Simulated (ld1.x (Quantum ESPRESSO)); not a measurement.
Varying the TM potential for copper

Base potential:

ld1.x (Quantum ESPRESSO) 7.5 input, shortened:

```
&input
   title='Cu', zed=29., rel=1, dft='PBE', iswitch=3,
   config='[Ar] 3d10 4s0 4p0'
 /
 &inputp
   pseudotype=2, tm=.true., lloc=-2, rcloc=1.80,
   nlcc=.true.
 /
3
4S  1  0   0.00   0.00  1.80  1.80  0.0
3P  2  1   6.00   0.00  0.80  0.80  0.0
3D  3  2  10.00   0.00  1.50  1.50  0.0
 &test
   configts(1)='3p6 3d10 4s0 4p0'
 /
```

Cutoffs, loose and tight: the cutoffs (Ry, on a coarse ladder) from which the occupation-weighted sum of valence levels, in a spherical-Bessel basis at the reference potential, stays within 10 and 1 mRy of its value at 400 Ry. They do not see the model core or the augmentation charge, which bear on the density cutoff. Test errors are all-electron minus pseudo excitation energies from the reference, over the configurations 3p6 3d10 4s1 4p0; 3p6 3d9 4s0 4p0; 3p6 3d8 4s0 4p0; 3p6 3d9 4s1 4p0; 3p6 3d10 4s0 4p1; 3p6 3d9 4s2 4p0; 3p6 3d10 4s0.5 4p0. A dash means not determined; rows that change the core or the reference have their own tests.

A true bound ghost makes a file unfit for plane-wave use even where its test errors are small: the radial tests pick states by their node count and pass the ghost by.

The default core radius of the base comes out at 0.33 bohr.

| change | outcome | cutoff, loose | cutoff, tight | bound ghosts | largest test error (meV) |
| --- | --- | --- | --- | --- | --- |
| base | generated | 180 Ry | 300 Ry | none | -369 |
| core [Ne], valence charge 19; reference 3s2 3p6 3d9 4s2 4p0; waves now 3p (bound): rc 0.90 bohr; 3d (bound): rc 1.30 bohr; 3s (bound): rc 0.80 bohr; local potential the s channel; core correction none | generated | 230 Ry | over 300 Ry | none | -779 |
| functional PBEsol | generated | 180 Ry | 300 Ry | none | -366 |
| core correction a·sin(br)/r model core inside 0.78 bohr | generated | 180 Ry | 300 Ry | none | -369 |
| local potential the s channel | generated | 180 Ry | 300 Ry | none | -912 |
| wave 4s (bound): rc 1.80 bohr becomes 4s (bound): rc 2.60 bohr | generated | 180 Ry | 300 Ry | none | -369 |
| reference 3p6 3d9 4s0 4p0 | generated | 180 Ry | 300 Ry | none | -401 |
| type ultrasoft; waves now 4s (bound): rcut 1.55, rcutus 1.80 bohr; 4s channel at -0.45 Ry: rcut 1.55, rcutus 1.80 bohr; 3p (bound): rc 0.80 bohr; 4p (bound): rc 0.80 bohr; 3d (bound): rcut 1.30, rcutus 1.50 bohr; 3d channel at 0.2 Ry: rcut 1.30, rcutus 1.50 bohr; local potential all-electron potential smoothed inside 0.65 bohr (lloc = -1); augmentation PSQ, radius 0.65 bohr | generated | 180 Ry | 300 Ry | s | test run stopped at test 1 of 7 (negative rho) |

Problem. What comes out with this change to the base: wave 3p (bound): rc 0.80 bohr becomes 3p (bound): rc 1.22 bohr?

Solution. outcome: generated; cutoff, loose: 140 Ry; cutoff, tight: 230 Ry; bound ghosts: none; largest test error (meV): -369.

Problem. What comes out with this change to the base: all radii but the core radius scaled by about 1.23 (s 2.22, p 0.98, d 1.86 bohr); local potential all-electron potential smoothed inside 2.22 bohr (lloc = -2)?

Solution. outcome: generated; cutoff, loose: 120 Ry; cutoff, tight: 180 Ry; bound ghosts: none; largest test error (meV): -351.

Problem. What comes out with this change to the base: wave 3d (bound): rc 1.50 bohr becomes 3d (bound): rc 1.62 bohr?

Solution. outcome: generated; cutoff, loose: 180 Ry; cutoff, tight: 300 Ry; bound ghosts: none; largest test error (meV): -302.
